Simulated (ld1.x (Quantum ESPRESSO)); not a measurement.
# Configuration tests for Bi (Z = 83) (TM)

Bi, norm-conserving Troullier–Martins (Kleinman–Bylander form), made with ld1.x (Quantum ESPRESSO) 7.5 (LDA (PZ), scalar-relativistic). Core [Xe] 4f14 5d10, reference 6s2 6p2 (charge +1). Waves: 6p (bound): rc 2.10 bohr; 6d channel at -0.15 Ry: rc 2.30 bohr; 6s (bound): rc 1.75 bohr. Local part: the s channel. Core correction: none.

Energies are relative to the spin-unpolarised reference configuration 6s2 6p2; without spin polarisation the order of configurations can differ from experiment. Spin-polarised rows fill each open shell by Hund’s rule, majority spin first.

Task: Give the all-electron excitation energy and the error of the potential for: 6s2 6p3; 6s2 6p1; 6s2 6p0; 6s1 6p3; 6s0 6p5; 6s1 6p4; 6s2 6p3.3; 6s2 6p2 (spin-polarised); 6s2 6p3 (spin-polarised).

Result:

| valence configuration | charge | ΔE all-electron (eV) | error AE − PS (meV) |
| --- | --- | --- | --- |
| 6s2 6p3 | 0 | -8.154 | +12 |
| 6s2 6p1 | +2 | 15.565 | +11 |
| 6s2 6p0 | +3 | 39.280 | +97 |
| 6s1 6p3 | +1 | 10.895 | +18 |
| 6s0 6p5 | 0 | 12.568 | +109 |
| 6s1 6p4 | 0 | 2.023 | +37 |
| 6s2 6p3.3 | -0.3 | -9.305 | +17 |
| 6s2 6p2 (spin-polarised) | +1 | -0.552 | +133 |
| 6s2 6p3 (spin-polarised) | 0 | -9.178 | +212 |

Note: ghost state, extra bound levels that the all-electron valence spectrum of the same l lacks: d at -118.6 eV. A true bound ghost makes a file unfit for plane-wave use.
